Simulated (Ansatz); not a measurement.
bismuth atom (Bi), quartet (core potentials on Bi).

Here is a job for Ansatz (a program for electronic structure).
Ansatz 0.2 input:
```yaml
crystal:
  periodic: [false, false, false]
  atoms:
    - {symbol: Bi, position_ang: [0.00000000, 0.00000000, 0.00000000]}
basis:
  gaussian:
    orbitals: def2-SVP
hamiltonian:
  xc: b3lyp
magnetization: {spin_polarized: true, initial_magnetization: 3}
```

Q: What total energy does B3LYP/def2-SVP run with Ansatz give?

A: -214.6799 Eh

Q: What number of basis functions does B3LYP/def2-SVP give?

A: 26

Q: What is the computed <S^2> (B3LYP/def2-SVP)?

A: 3.751
